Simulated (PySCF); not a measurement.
CH₉FSi₃, SMILES C[Si](F)([SiH3])[SiH3].

Geometry optimised at PBE0-D3(BJ)/def2-SVP.

The numbers are results of PBE0-D3(BJ)/def2-SVP (PySCF), not measurements.

Frequencies are harmonic and unscaled.

Computed normal modes with their intensities:
| mode | ν (cm⁻¹) | IR (km/mol) | moving atoms (share of kinetic energy) |
|---|---|---|---|
| 1 | 86 | 0.0 | H 98 % |
| 2 | 90 | 1.0 | Si 63 %, H 25 % |
| 3 | 98 | 0.0 | H 94 % |
| 4 | 126 | 0.5 | H 31 %, C 28 %, F 27 %, Si 14 % |
| 5 | 136 | 3.9 | Si 36 %, H 29 %, C 18 %, F 17 % |
| 6 | 163 | 0.1 | H 94 % |
| 7 | 186 | 14.8 | Si 35 %, F 35 %, H 21 %, C 10 % |
| 8 | 222 | 9.7 | F 41 %, Si 24 %, H 20 %, C 16 % |
| 9 | 372 | 4.3 | Si 70 %, H 16 % |
| 10 | 417 | 5.5 | H 55 %, Si 44 % |
| 11 | 477 | 0.0 | H 87 %, Si 13 % |
| 12 | 512 | 26.3 | H 78 %, Si 14 % |
| 13 | 530 | 24.6 | Si 56 %, H 42 % |
| 14 | 537 | 8.7 | H 77 %, Si 16 % |
| 15 | 703 | 24.3 | C 35 %, H 29 %, Si 27 %, F 9 % |
| 16 | 776 | 57.3 | H 57 %, C 23 %, Si 13 % |
| 17 | 787 | 206.1 | H 77 %, C 16 % |
| 18 | 858 | 202.0 | H 84 %, Si 13 % |
| 19 | 860 | 133.7 | H 45 %, Si 29 %, F 25 % |
| 20 | 891 | 21.0 | H 56 %, Si 24 %, F 18 % |
| 21 | 927 | 2.8 | H 97 % |
| 22 | 929 | 31.3 | H 97 % |
| 23 | 931 | 56.5 | H 97 % |
| 24 | 936 | 80.6 | H 92 % |
| 25 | 1260 | 24.3 | H 78 %, C 21 % |
| 26 | 1419 | 3.5 | H 96 % |
| 27 | 1428 | 9.0 | H 96 % |
| 28 | 2210 | 61.6 | H 98 % |
| 29 | 2214 | 52.6 | H 98 % |
| 30 | 2223 | 80.6 | H 96 % |
| 31 | 2224 | 91.6 | H 96 % |
| 32 | 2232 | 7.6 | H 96 % |
| 33 | 2234 | 147.7 | H 96 % |
| 34 | 3054 | 0.5 | H 97 % |
| 35 | 3162 | 0.9 | H 91 %, C 9 % |
| 36 | 3167 | 0.1 | H 91 %, C 9 % |
